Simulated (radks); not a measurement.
Results of a calculation; reference values are marked as such.
Ionisation of the gadolinium ion Gd+, [Xe] 4f7 5d1 6s1, to Gd2+, [Xe] 4f7 5d1, under several functionals. Dirac Kohn-Sham, spin-unpolarised, spherical densities, finite nucleus; open shells fill j = l - 1/2 first; a radial shooting solver on a logarithmic mesh with Libxc functionals. Known Delta-SCF values: XLYP 12.218 eV; AM05 11.976 eV; exchange-only LDA 11.429 eV. What does LDA (Slater exchange, VWN5 correlation) give, and what is its highest occupied eigenvalue?

Answer. 12.332 eV by Delta-SCF; the 5d3/2 eigenvalue is -8.774 eV. NIST: 12.08 eV (semi-empirical).

Beside tabulated values, note that spin-unpolarised runs miss the spin-polarisation part of the exchange energy of open shells.
